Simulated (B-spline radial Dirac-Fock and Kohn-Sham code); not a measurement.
**Zn¹²⁺: photoemission with 985 eV photons**

System: the Zn¹²⁺ ion, configuration [Ne] 3s2 3p6.

The computed values come from a radial B-spline solver: Dirac-Hartree-Slater photoionisation with all multipoles and Dirac-Fock thresholds. The asymmetry parameter β is from the dipole term alone. Kinetic energies are from the vacuum level.

The last column is dσ/dΩ = σ/(4π) · [1 + β P₂(cos θ)] at θ = 90° from the polarisation vector of linearly polarised light.

```
subshell  electrons  binding (eV)  kinetic (eV)  σ (kb)     β  dσ/dΩ (kb/sr)
      3s          2         475.8         509.2    42.4  2.00            ≈ 0
   3p1/2          2         420.6         564.4    47.7  1.62          0.723
   3p3/2          4         416.4         568.6       ?     ?              ?
```

Q: What are σ and β for 3p3/2?

A: σ = 93.9 kb, the largest of all subshells and 51 % of the total, and β = 1.63, which gives dσ/dΩ = 1.37 kb/sr.
